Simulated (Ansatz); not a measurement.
Molecule: AlI₂, net charge 0, doublet state. It need not be the lowest isomer of its formula. SMILES: [I][Al][I]
Geometry: optimised at B3LYP-D3(BJ)/def2-TZVP (Ansatz, a program for electronic structure).

Parts of the frozen-core correlation energy in def2-SVP (Ansatz, hartree). Frozen orbitals: 23; correlated occupied orbitals by spin: 9 and 8; virtual: 38 and 39. UHF or UKS for open shells. No spin-orbit coupling. Past Kr the def2 sets carry scalar-relativistic core potentials.

```csv
term,value
reference (HF),-835.24971
MP2 opposite-spin,-0.16585
MP2 same-spin,-0.06370
CCSD correlation,-0.25288
(T),-0.00682
T1 diagnostic,0.017
largest doubles amplitude,0.033
<S^2> of the reference,0.758
```
